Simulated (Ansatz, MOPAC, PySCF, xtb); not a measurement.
Noncovalent pair: HCl (SMILES Cl) (first 2 atoms) with SiH4 (SMILES [SiH4]); geometry from B3LYP-D3(BJ)/def2-TZVP, rigid monomers moved along the line of their centres of mass till Cl1···Si3 is 3.39 Å.
(charge 0, multiplicity 1):
```csv
atom,x (Å),y (Å),z (Å)
Cl,-0.0685,-0.3380,-0.3248
H,-0.6754,-1.3223,0.2291
Si,0.0090,0.1044,3.0370
H,0.8249,1.2140,2.5002
H,-1.3720,0.1955,2.5120
H,-0.0262,0.1821,4.5158
H,0.5986,-1.1925,2.6337
```

Counterpoise-corrected where a basis set is named; no monomer relaxation. Rows marked so take none.

Correlated levels freeze the cores. Rows in STO-3G carry no dispersion term and start afresh at each structure. The state reached by PM7 isn't checked; PM7 holds dispersion and hydrogen-bond terms.

Run with Ansatz (Gaussian basis) for Hartree–Fock, density functionals and correlated methods; MOPAC for PM7 (differences of heats of formation); PySCF for STO-3G rows, the dispersion terms; xtb for the GFN methods. Values without a source in brackets are computed.

```
level                        interaction energy (kJ/mol)
---------------------------  ---------------------------
GFN-FF                                              -1.6
PM7                                                 -1.9
HF/STO-3G (no counterpoise)                          7.3
HF/aug-cc-pV(T+d)Z                                  10.4
r2SCAN-D3(BJ)/def2-TZVPPD                           -1.2
r2SCAN-D4/def2-TZVPPD                               -0.8
wB97X-V/def2-TZVPPD                                 -0.7
MP2/aug-cc-pV(D+d)Z                           (withheld)
CCSD(T)/aug-cc-pV(T+d)Z                       (withheld)
```

### Question
Fill in the missing entries.

### Answer

- MP2/aug-cc-pV(D+d)Z, interaction energy (kJ/mol): 2.0
- CCSD(T)/aug-cc-pV(T+d)Z, interaction energy (kJ/mol): -0.1

Ansatz is a program for electronic structure.
